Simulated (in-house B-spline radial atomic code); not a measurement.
# RPA and G0W0 on wB97X: Sr III (Sr2+)

Configuration [Ar] 3d10 4s2 4p6, mean-field start wB97X. Computed with a B-spline radial code for spherical atoms: all electrons, non-relativistic, point nucleus, each spin shell either full or empty, empty states to l = 9 with an (l + 1/2)⁻⁴ tail; G0W0 by contour deformation at full frequency.

Without relativity these are model numbers: it shifts the levels of so heavy an element strongly and can reorder them.

Command:
```bash
python run_gw.py task.json out
```
Settings (radii: box in bohr, nucleus in fm):
```
Z                        38
electrons                36
configuration            [Ar] 3d10 4s2 4p6
hamiltonian              nr
method                   wb97x
lmax                     9
spin_polarised           False
box_radius               17.55
intervals                53
```

Time taken, with all properties: 3 s on 1 thread of Arm Neoverse N1, with other jobs on the host.

Energies (hartree):

```csv
term,value
mean-field total,-3132.81390
Hartree-Fock functional on these orbitals,-3130.98020
direct second order,-2.8916
second-order exchange,0.82873
SOSEX correction,0.77293
```

What is the RPA correlation energy, and what remains with SOSEX?

RPA gives -2.562 hartree (-1.94 eV per electron); RPA + SOSEX gives -1.7891, and the second-order doubles -2.0629 hartree (no singles). SOSEX takes back 30 % of the RPA value.

Quasi-particle levels (eV):

```
level  occupied  mean field  Σx - vxc     Σc  QP weight     G0W0
   4p       yes      -40.90     -1.89      ?          ?        ?
   3d       yes     -152.31    -15.89   6.85      0.885  -161.35
   5s        no     -10.252      0.08  -0.66      0.989  -10.831
```

G0W0 = mean field + (Σx - vxc) + Σc, with Σc (partial-wave tail included) taken at the quasi-particle energy. Only the outer levels were computed. Levels of low weight are left out.

Where does G0W0 put 4p?

At -43.39 eV, with Σc = -0.59 eV and a quasi-particle weight of 0.953. The tabulated removal energy is 42.884 eV (NIST, measured); the calculation leaves out relativity, Breit and QED terms, and what these don't explain is the method's own error.
